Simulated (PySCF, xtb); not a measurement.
BH2, SMILES [BH2+], charge +1.

Harmonic wavenumbers (cm⁻¹) from GFN2-xTB (xtb) at its own minimum, in rising order: 382, 382, 2470, 2632.

### Question
What does r2SCAN-D4/def2-TZVPD (PySCF 2.14.0) give at its own minimum? (Estimate from the structure and the level; the computed values follow.)

### Answer
999, 999, 2657, 2953. Paired by order, the mean absolute difference is 436 cm⁻¹ and the zero-point energies are 8.4 and 10.9 kcal/mol.
